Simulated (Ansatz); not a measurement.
Consider the redistribution: `F[SiH2]N[SiH2][SiH3]` + `CO[SiH2][NH][GeH3]` → `[SiH3][SiH2][NH][GeH3]` + `CO[SiH2]N[SiH2]F`.

Calculated with Ansatz (gas phase, PBE0-D4/def2-TZVP geometries, no zero-point term in ΔE). CCSD(T)/CBS adds triple-zeta CCSD(T) − MP2 to the extrapolated MP2 energy (def2 sets, frozen cores). DFT in def2-TZVPP. For Ge outer-core shells are correlated without core-valence functions, which leaves a few kJ/mol of doubt a bond. Scalar relativity is left out up to krypton. Each species was taken in one conformer, which may not be the lowest.

```csv
level,ΔE (kJ/mol)
r2SCAN-D4,2.0
SCS-MP2/def2-TZVPP,1.3
```

(1) What does CCSD(T)/CBS give? (An estimate is asked.)

Largest T1 diagnostic among the species: 0.012.

Answers

(1) Computed: +1.6 kJ/mol. The listed levels differ from it by 0.4, -0.3 kJ/mol.
